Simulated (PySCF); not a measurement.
**Broadened absorption spectrum of Ge2H8Si**

Compound: Ge₂H₈Si.
Z-matrix (Å and degrees, PBE0-D3(BJ)/def2-SVP geometry), rows numbered from 1:
```
Si
Ge  1  2.3809
Ge  2  2.4238  1  110.45
H   1  1.4949  2  111.21  3  -178.22
H   1  1.4952  2  109.59  3   -57.81
H   1  1.4952  2  109.64  3    61.35
H   2  1.5421  1  109.94  3  -121.14
H   2  1.5426  1  109.52  3   120.38
H   3  1.5400  2  109.85  1    61.02
H   3  1.5402  2  109.96  1   -58.32
H   3  1.5398  2  111.13  1  -178.63
```

The calculation used TDDFT B3LYP/def2-SVPD, vertical, gas phase, core orbitals frozen in the response in PySCF 2.14.0, density-fitted response routines. Relativistic effects, spin–orbit coupling among them, are left out although an element past zinc is present.

Broadening: Gaussians 0.5 eV wide at half height, area fixed by f = 4.319×10⁻⁹ ∫ε dν̃. The width is an assumption, not a result. The curve ends short of the highest state used, and states not computed would add to its high-energy end.

```tsv
λ (nm)	ε (L mol⁻¹ cm⁻¹)
176.0	17322
177.3	17690
178.6	18595
179.8	19886
181.1	21641
182.3	23366
183.6	25037
184.9	26171
186.1	26506
187.4	25963
188.7	24481
189.9	22401
191.2	19599
192.5	16502
193.7	13619
195.0	10681
196.3	8087
197.5	6070
198.8	4310
200.1	2965
201.3	2044
202.6	1328
203.8	870
205.1	537
206.4	322
207.6	197
208.9	113
210.2	63
211.4	36
212.7	20
```

Task: Where are the band maxima, and which computed states make them?

Result: 186 nm (6.67 eV), ε about 27000, made up of S2 (84%) (ε in L mol⁻¹ cm⁻¹; maxima over ε = 5, shares over 10%). The states used: S1 6.58 eV (f 0.047); S2 6.64 eV (f 0.414); S3 6.87 eV (f 0.0001); S4 6.93 eV (f 0.041); S5 7.09 eV (f 0.113); S6 7.13 eV (f 0.022); S7 7.27 eV (f 0.104); S8 7.31 eV (f 0.0060); S9 7.49 eV (f 0.207); S10 7.64 eV (f 0.037).

Task: What would ε be at 6.67 eV, the highest of these maxima, with half the width (0.25 eV)?

Result: About 46800 L mol⁻¹ cm⁻¹ against 26500, a factor of about 1.8; a lone state at its own centre would give exactly 2.

Task: Coming from long wavelengths, where does ε first pass 100 L mol⁻¹ cm⁻¹?

Result: At about 209 nm (5.93 eV), 0.65 eV below S1.

Task: On this curve, what absorbance would a 10⁻⁵ mol/L sample give at 193 nm over a 1 cm path?

Result: 193 nm is 6.424 eV, where ε is about 15000 L mol⁻¹ cm⁻¹, so A = ε c l ≈ 0.15 (Beer–Lambert, with the gas-phase spectrum and the assumed width).

All these states lie below the vertical ionisation energy of 9.68 eV (ΔSCF).

Hardware: x86-64 server, one thread (shared host). Cost: 62 s wall.
